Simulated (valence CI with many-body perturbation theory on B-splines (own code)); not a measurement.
Lu LXVI: electric-dipole lines

Level of theory: relativistic CI+MBPT: four valence electrons over a frozen Dirac-Fock core [He], a basis of 11 s, 11 p, 10 d, 8 f, 5 g, 2 h functions for each j, with the one-electron correlation potential Σ1 (screened to all orders), the two-electron term Σ2, the three-electron term Σ3, Breit, model QED; selected single and double excitations, second order for the rest, scaled by the run's own slope (own B-spline code, finite nucleus).

The last digits are not significant, and no measured levels were compared; by estimate large intervals hold to a few tenths of a per cent, small ones and those within an open d or f shell to about a per cent. Among the levels kept, up to 1100 cm⁻¹ of a level comes from second order outside the variational space, and about a tenth of that is noise between levels of different J, which matters for small intervals.

Lines 1 to 50 of 572 in falling wavelength, among levels below 952.80 Ry, chosen from the strongest by gf and those to the six lowest levels. Wavelengths and rates use the calculated energies. Electric multipoles are in the length gauge with retardation, E1 and E2 with the static RPA response of the core. Weak lines are less certain than strong ones. Lines between different terms over intervals too small for the method are left out, as are lines whose strength nearly cancels. The highest levels of a list are the least certain.

Levels are named by their leading jj configuration (3d3/2^4 stands for four electrons in 3d with j = 3/2), which in mixed levels can hold well under half, so a name can repeat and another be missing. Letters in brackets count levels of one name in rising energy.

| λ vac (Å) | Upper | Lower | A (s⁻¹) | S (a.u.) |
| --- | --- | --- | --- | --- |
| 76.15 | (2s 2p3/2^2 3d5/2) J=3 [c] | (2s 2p3/2^2 3p3/2) J=2 [c] | 3.26e+10 | 4.97e-02 |
| 76.02 | (2s 2p1/2 2p3/2 3d5/2) J=5 | (2s 2p1/2 2p3/2 3p3/2) J=4 | 4.30e+10 | 1.03e-01 |
| 75.83 | (2s 2p1/2 2p3/2 3d5/2) J=2 [d] | (2s 2p1/2 2p3/2 3p3/2) J=1 [d] | 2.65e+10 | 2.86e-02 |
| 75.56 | (2p1/2^2 2p3/2 3d5/2) J=3 | (2p1/2^2 2p3/2 3p3/2) J=2 | 3.79e+10 | 5.65e-02 |
| 75.51 | (2s 2p1/2^2 3d5/2) J=3 | (2s 2p1/2^2 3p3/2) J=2 | 4.40e+10 | 6.54e-02 |
| 75.42 | (2p1/2^2 2p3/2 3d5/2) J=4 | (2p1/2^2 2p3/2 3p3/2) J=3 | 4.63e+10 | 8.82e-02 |
| 75.40 | (2s 2p3/2^2 3d5/2) J=4 [a] | (2s 2p3/2^2 3p3/2) J=3 [a] | 3.12e+10 | 5.93e-02 |
| 75.23 | (2s 2p3/2^2 3d5/2) J=5 | (2s 2p3/2^2 3p3/2) J=4 | 4.16e+10 | 9.62e-02 |
| 75.07 | (2s 2p1/2 2p3/2 3d5/2) J=4 [a] | (2s 2p1/2 2p3/2 3p3/2) J=3 [a] | 3.91e+10 | 7.35e-02 |
| 75.01 | (2s 2p1/2 2p3/2 3d5/2) J=2 [c] | (2s 2p1/2 2p3/2 3p3/2) J=1 [c] | 3.25e+10 | 3.38e-02 |
| 74.76 | (2s 2p1/2 2p3/2 3d5/2) J=3 [c] | (2s 2p1/2 2p3/2 3p3/2) J=2 [c] | 3.57e+10 | 5.15e-02 |
| 74.55 | (2s^2 2p3/2 3d5/2) J=4 | (2s^2 2p3/2 3p3/2) J=3 | 3.54e+10 | 6.52e-02 |
| 74.49 | (2s^2 2p3/2 3d5/2) J=3 | (2s^2 2p3/2 3p3/2) J=2 | 3.06e+10 | 4.37e-02 |
| 74.41 | (2s^2 2p1/2 3d5/2) J=2 | (2s^2 2p1/2 3p3/2) J=1 | 3.36e+10 | 3.42e-02 |
| 74.22 | (2s 2p1/2 2p3/2 3d5/2) J=4 [b] | (2s 2p1/2 2p3/2 3p3/2) J=3 [b] | 3.63e+10 | 6.59e-02 |
| 74.02 | (2s 2p3/2^2 3d5/2) J=4 [b] | (2s 2p3/2^2 3p3/2) J=3 [b] | 3.67e+10 | 6.62e-02 |
| 73.99 | (2s 2p1/2 2p3/2 3d5/2) J=3 [d] | (2s 2p1/2 2p3/2 3p3/2) J=2 [d] | 3.67e+10 | 5.14e-02 |
| 73.62 | (2s 2p1/2 2p3/2 3d5/2) J=3 [a] | (2s 2p1/2 2p3/2 3p3/2) J=2 [a] | 3.47e+10 | 4.78e-02 |
| 73.40 | (2s 2p3/2^2 3d5/2) J=3 [b] | (2s 2p3/2^2 3p3/2) J=2 [b] | 3.91e+10 | 5.34e-02 |
| 73.11 | (2s 2p1/2 2p3/2 3d5/2) J=4 [c] | (2s 2p1/2 2p3/2 3p3/2) J=3 [c] | 4.58e+10 | 7.95e-02 |
| 72.94 | (2s^2 2p1/2 4d3/2) J=1 | (2s^2 2p1/2 4p1/2) J=0 | 1.05e+11 | 6.03e-02 |
| 72.03 | (2s^2 2p1/2 3d5/2) J=3 | (2s^2 2p1/2 3p3/2) J=2 | 4.67e+10 | 6.03e-02 |
| 71.67 | (2s 2p1/2 2p3/2 3d5/2) J=3 [b] | (2s 2p1/2 2p3/2 3p3/2) J=2 [b] | 2.45e+10 | 3.11e-02 |
| 71.31 | (2s 2p3/2^2 3d5/2) J=2 [b] | (2s 2p3/2^2 3p3/2) J=1 [b] | 3.77e+10 | 3.38e-02 |
| 70.65 | (2s^2 2p1/2 4d3/2) J=2 | (2s^2 2p1/2 4p1/2) J=1 | 1.78e+11 | 1.55e-01 |
| 70.45 | (2p1/2^2 2p3/2 3d5/2) J=2 | (2p1/2^2 2p3/2 3p3/2) J=1 | 3.42e+10 | 2.95e-02 |
| 70.30 | (2s 2p1/2^2 3d5/2) J=2 | (2s 2p1/2^2 3p3/2) J=1 | 4.85e+10 | 4.16e-02 |
| 68.09 | (2s^2 2p1/2 4p3/2) J=1 | (2s^2 2p1/2 4s) J=1 | 7.27e+10 | 3.40e-02 |
| 67.54 | (2s^2 2p1/2 4p3/2) J=1 | (2s^2 2p1/2 4s) J=0 | 1.56e+11 | 7.12e-02 |
| 67.35 | (2s^2 2p1/2 4d3/2) J=1 | (2s^2 2p1/2 4p1/2) J=1 | 6.83e+10 | 3.09e-02 |
| 67.26 | (2s^2 2p1/2 4p3/2) J=2 | (2s^2 2p1/2 4s) J=1 | 2.47e+11 | 1.85e-01 |
| 57.60 | (2s 2p1/2 2p3/2^2) J=2 [a] | (2s^2 2p3/2^2) J=2 | 2.12e+09 | 1.00e-03 |
| 55.40 | (2s 2p1/2 2p3/2 3p3/2) J=4 | (2s^2 2p3/2 3p3/2) J=3 | 3.03e+10 | 2.29e-02 |
| 52.78 | (2p1/2 2p3/2^2 3p3/2) J=4 | (2s 2p3/2^2 3p3/2) J=3 [b] | 4.07e+10 | 2.66e-02 |
| 47.90 | (2s 2p1/2 2p3/2^2) J=3 | (2s^2 2p3/2^2) J=2 | 1.45e+10 | 5.50e-03 |
| 46.92 | (2s 2p1/2^2 2p3/2) J=2 | (2s^2 2p1/2 2p3/2) J=2 | 1.25e+10 | 3.18e-03 |
| 46.18 | (2p1/2^2 2p3/2 3p3/2) J=3 | (2s 2p1/2 2p3/2 3p3/2) J=2 [c] | 5.11e+10 | 1.74e-02 |
| 43.91 | (2s 2p1/2^2 2p3/2) J=2 | (2s^2 2p1/2 2p3/2) J=1 | 1.72e+10 | 3.60e-03 |
| 36.59 | (2s 2p1/2 2p3/2^2) J=1 [a] | (2s^2 2p3/2^2) J=2 | 2.70e+10 | 1.96e-03 |
| 35.86 | (2p1/2^2 2p3/2 3d5/2) J=4 | (2s 2p1/2 2p3/2 3d5/2) J=5 | 7.24e+10 | 1.48e-02 |
| 35.64 | (2s 2p1/2^2 2p3/2) J=1 | (2s^2 2p1/2 2p3/2) J=2 | 4.94e+10 | 3.31e-03 |
| 35.59 | (2s 2p1/2 2p3/2^2) J=2 [b] | (2s^2 2p3/2^2) J=2 | 2.35e+10 | 2.62e-03 |
| 33.88 | (2s 2p1/2^2 2p3/2) J=1 | (2s^2 2p1/2 2p3/2) J=1 | 1.11e+10 | 6.39e-04 |
| 30.92 | (2s 2p1/2 2p3/2 3d3/2) J=3 [b] | (2s 2p1/2 2p3/2 3p1/2) J=2 [b] | 2.38e+11 | 2.43e-02 |
| 30.86 | (2p1/2 2p3/2^2 3d3/2) J=3 [b] | (2p1/2 2p3/2^2 3p1/2) J=2 [b] | 2.73e+11 | 2.77e-02 |
| 30.66 | (2p1/2 2p3/2^2 3d3/2) J=2 [b] | (2p1/2 2p3/2^2 3p1/2) J=2 [b] | 3.43e+11 | 2.44e-02 |
| 30.56 | (2s 2p1/2 2p3/2 3d3/2) J=2 [d] | (2s 2p1/2 2p3/2 3p1/2) J=1 [c] | 3.37e+11 | 2.37e-02 |
| 30.30 | (2s^2 2p1/2 3d3/2) J=1 | (2s^2 2p1/2 3p1/2) J=0 | 3.47e+11 | 1.43e-02 |
| 30.26 | (2s 2p1/2 2p3/2 3d3/2) J=2 [b] | (2s 2p1/2 2p3/2 3p1/2) J=2 [b] | 3.84e+11 | 2.62e-02 |
| 30.17 | (2p1/2 2p3/2^2 3d3/2) J=1 [b] | (2p1/2 2p3/2^2 3p1/2) J=2 [b] | 4.29e+11 | 1.74e-02 |
